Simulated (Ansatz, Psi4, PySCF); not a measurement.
Pair of molecules: NH3 (SMILES N) (first 4 atoms) with COS (SMILES O=C=S); geometry from B3LYP-D3(BJ)/def2-TZVP, rigid monomers moved along the line of their centres of mass till N1···C6 is 3.63 Å.
(charge 0, multiplicity 1):
```xyz
7

N      0.0814    -0.0846     0.0266
H      0.7166     0.6971    -0.0873
H      0.5014    -0.8862    -0.4297
H     -0.7699     0.1382    -0.4762
O      1.1905     1.0087     3.2810
C      0.4139     0.2268     3.6288
S     -0.6254    -0.8196     4.1416
```

Counterpoise-corrected where a basis set is named; no monomer relaxation.

Cores are frozen in the correlated methods.

The values were computed with Ansatz (Gaussian basis) for Hartree–Fock, density functionals and correlated methods; Psi4 for SAPT; PySCF for the dispersion terms. 

**Question.** What is the computed interaction energy (PBE0-D4/def2-TZVPPD)?

**Answer.** -66 meV

Ansatz is a quantum-chemistry and plane-wave program.
